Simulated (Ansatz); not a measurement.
`[SiH3][SiH2]S` + CH₃OH → `CO[SiH2]S` + SiH₄  (cleavage of the Si–Si bond)

Isolated molecules relaxed with PBE0-D4/def2-TZVP in Ansatz; ΔE leaves out vibrations. CCSD(T)/CBS adds triple-zeta CCSD(T) − MP2 to the extrapolated MP2 energy (def2 sets, frozen cores). This one scheme is used for every species. DFT in def2-TZVPP. B3LYP here is the variant with VWN-RPA as its local correlation; programs differ in this. HSE06 is defined as in plane-wave codes. Each species was taken in one conformer, which may not be the lowest.

```csv
level,ΔE (kcal/mol),difference from CCSD(T)/CBS
LDA (SPW92),-19.6,3.3
PBE-D4,-17.9,5.0
revPBE-D4,-18.2,4.7
BLYP-D4,-22.5,0.4
PBE0-D4,-19.0,3.9
B3LYP-D4,-23.2,-0.3
r2SCANh-D4,-22.2,0.7
r2SCAN0-D4,-22.3,0.6
HSE06-D4,-19.0,3.9
BHLYP-D4,-24.8,-1.9
CAM-B3LYP-D4,-24.9,-2.0
ωB97X-V,-22.9,0.0
ωB97M-V,-24.1,-1.2
B2PLYP,-24.4,-1.5
PBE-QIDH,-22.0,0.9
PBE,-18.0,4.9
revPBE,-17.3,5.6
BLYP,-22.6,0.3
r2SCAN,-22.1,0.8
PBE0,-19.2,3.7
B3LYP,-23.4,-0.5
r2SCANh,-22.2,0.7
r2SCAN0,-22.4,0.5
BHLYP,-25.4,-2.5
CAM-B3LYP,-25.1,-2.2
LC-ωPBE,-21.2,1.7
RPA@PBE/def2-TZVPP,-23.6,-0.7
HF/def2-SVP,-25.0,-2.1
MP2/def2-SVP,-23.9,-1.0
CCSD/def2-SVP,-22.5,0.4
CCSD(T)/def2-SVP,-22.3,0.6
HF/def2-TZVPP,-27.7,-4.8
SCS-MP2/def2-TZVPP,-25.8,-2.9
CCSD/def2-TZVPP,-23.8,-0.9
CCSD(T)/def2-TZVPP,-23.4,-0.5
HF/def2-QZVPP,-28.1,-5.2
SCS-MP2/def2-QZVPP,-25.6,-2.7
HF/CBS(def2),-28.1,-5.2
MP2/CBS(def2),-24.5,-1.6
CCSD/CBS(def2),-23.3,-0.4
CCSD(T)/CBS,-22.9,0
```

Largest T1 diagnostic among the species: 0.012.

In def2-TZVPP, CCSD(T) changes the Hartree–Fock value by +4.3 kcal/mol (the triples alone add +0.4 kcal/mol) and MP2 by +2.6 kcal/mol. From BLYP to BHLYP (50 % exact exchange), in def2-TZVPP and without D4, ΔE moves by −2.9 kcal/mol. Leaving LDA and LC-ωPBE aside and taking each functional with its dispersion term where it has one, the values spread over 7.1 kcal/mol, from CAM-B3LYP-D4 to PBE-D4. LDA lies −1.6 kcal/mol from PBE without D4.
